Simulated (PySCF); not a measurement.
## Energy of W⁻ (tungsten, charge -1) between two integer charges

The 5d alpha orbital of [Xe] 4f14 5d5 6s2 is emptied in steps (occupation f), with all orbitals relaxed, ending at [Xe] 4f14 5d4 6s2. Computed with PySCF 2.14 in aug-cc-pVDZ-PP with ECP60MDF (5s5p4d2f, 54 functions), with scalar relativity through the core potential. The exact energy is a straight line in f; departures are measured from the line between the end points of the same method.

```tsv
f	r2SCAN (eV)
1	0.000
0.9	-0.239
0.7	-0.581
0.5	-0.718
0.3	-0.621
0.1	-0.272
0	0.000
```

Task: For r2SCAN, how does the orbital energy at f = 1 compare with the removal energy?

Result: −ε = -0.829 eV against a total-energy difference of 1.767 eV. By Janak's theorem ε = ∂E/∂f, so the gap between them reflects the curvature. Along the path −ε is -0.407 (f = 0.9), 0.541 (f = 0.7), 1.649 (f = 0.5), 2.870 (f = 0.3), 4.157 (f = 0.1) eV.

At f = 1 the orbital energy is positive for r2SCAN: only the finite basis holds the electron.

Reference removal energy between the ground levels: 0.817 eV (measured; photodetachment measurements, as compiled on the Wikipedia data page of electron affinities). The calculation has no spin-orbit coupling. The determinant left behind need not be the lowest term of the ion.
